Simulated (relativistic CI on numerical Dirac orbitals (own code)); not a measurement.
## Pt⁵⁺: 4d photoemission

Computed with this model: Dirac-Coulomb-Breit CI, KLI orbitals optimised for each configuration, model QED (radiative potential, 1s self-energy scaled to tabulated hydrogen-like ionisation energies), multiplet model of photoemission in the sudden approximation, unscaled Slater integrals; configurations [Xe] 4f14 5d5 → [Kr] 4d9 4f14 5s2 5p6 5d5; 300 K; Lorentzian 3.5 eV and Gaussian 0.6 eV FWHM. Energies are those of the free ion, without screening or charge transfer. The energies are binding energies and can lie tens of eV above those of solids. S is read from ⟨S²⟩ = S(S + 1).

free ion: ground-state S = 2.38, centroid 404.79 eV. Peaks (eV, height): 397.4 (100), 415.0 (63).

Strongest unbroadened transitions for free ion:

| Energy (eV) | Relative strength |
| --- | --- |
| 396.99 | 100.0 |
| 397.41 | 80.9 |
| 397.70 | 61.2 |
| 397.98 | 41.5 |
| 398.05 | 20.7 |
| 398.52 | 6.9 |
| 399.57 | 2.9 |
| 404.83 | 1.8 |
| 404.86 | 1.7 |
| 404.99 | 1.8 |
| 405.03 | 1.6 |
| 405.60 | 1.6 |
| 405.84 | 2.7 |
| 414.32 | 26.5 |
| 414.79 | 42.0 |
| 415.20 | 56.1 |
| 415.51 | 69.0 |
| 420.56 | 3.5 |
